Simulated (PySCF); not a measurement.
The second ionisation energy along the second row

All values are computed (PySCF 2.14, energy differences of UHF-based or UKS calculations, no spin-orbit coupling). Values in eV. The last column holds reference values (NIST; (s) semi-empirical, (t) theoretical, else measured). Unmarked ones compare directly (S terms, centres of terms, or small fine structure); those marked * lie between the lowest fine-structure levels and include a spin-orbit shift.

```json
{"element": "Be (dyall-av3z, non-relativistic)", "configurations": "[He] 2s1 → 1s2", "MP2 (valence)": "n/a", "CCSD(T) (valence)": "n/a", "LDA": "18.253", "PBE": "18.496", "PBE0": "18.457", "r2SCAN": "18.188", "reference": "18.211"}
{"element": "B (dyall-av3z, non-relativistic)", "configurations": "[He] 2s2 → [He] 2s1", "MP2 (valence)": "24.468", "CCSD(T) (valence)": "25.103", "LDA": "24.554", "PBE": "24.607", "PBE0": "24.562", "r2SCAN": "24.265", "reference": "25.155"}
{"element": "C (dyall-av3z, non-relativistic)", "configurations": "[He] 2s2 2p1 → [He] 2s2", "MP2 (valence)": "24.384", "CCSD(T) (valence)": "24.250", "LDA": "24.776", "PBE": "24.856", "PBE0": "24.837", "r2SCAN": "25.003", "reference": "24.378"}
{"element": "N (dyall-av3z, non-relativistic)", "configurations": "[He] 2s2 2p2 → [He] 2s2 2p1", "MP2 (valence)": "29.629", "CCSD(T) (valence)": "29.489", "LDA": "30.064", "PBE": "29.905", "PBE0": "29.915", "r2SCAN": "30.142", "reference": "29.601 (s) *"}
{"element": "O (dyall-av3z, non-relativistic)", "configurations": "[He] 2s2 2p3 → [He] 2s2 2p2", "MP2 (valence)": "35.213", "CCSD(T) (valence)": "35.043", "LDA": "35.593", "PBE": "35.283", "PBE0": "35.316", "r2SCAN": "35.489", "reference": "35.121 *"}
{"element": "F (dyall-av3z, non-relativistic)", "configurations": "[He] 2s2 2p4 → [He] 2s2 2p3", "MP2 (valence)": "34.646", "CCSD(T) (valence)": "34.712", "LDA": "35.281", "PBE": "35.426", "PBE0": "35.255", "r2SCAN": "35.123", "reference": "34.950"}
{"element": "Ne (dyall-av3z, non-relativistic)", "configurations": "[He] 2s2 2p5 → [He] 2s2 2p4", "MP2 (valence)": "40.793", "CCSD(T) (valence)": "40.757", "LDA": "41.450", "PBE": "41.148", "PBE0": "41.010", "r2SCAN": "41.143", "reference": "40.963 *"}
```

Q: Which of these methods has the smallest mean absolute error against the measured values here?

A: CCSD(T) (valence), with 0.139 eV.

```
           method  elements  mean error (eV)  mean absolute error (eV)  largest error (eV)
    MP2 (valence)         3           -0.328                     0.332              -0.687
CCSD(T) (valence)         3           -0.139                     0.139              -0.238
              LDA         4            0.043                     0.343              -0.601
              PBE         4            0.173                     0.447              -0.548
             PBE0         4            0.104                     0.401              -0.593
           r2SCAN         4           -0.029                     0.428              -0.890
```

Errors include the incompleteness of the basis and the frozen core.

"Valence" correlates the outer s and p shells and, in groups 3 to 12 and the f block, the outer d or f shell, open or full, or the next shell where the ion has no valence electron left; the wider scheme adds the next inner shell.
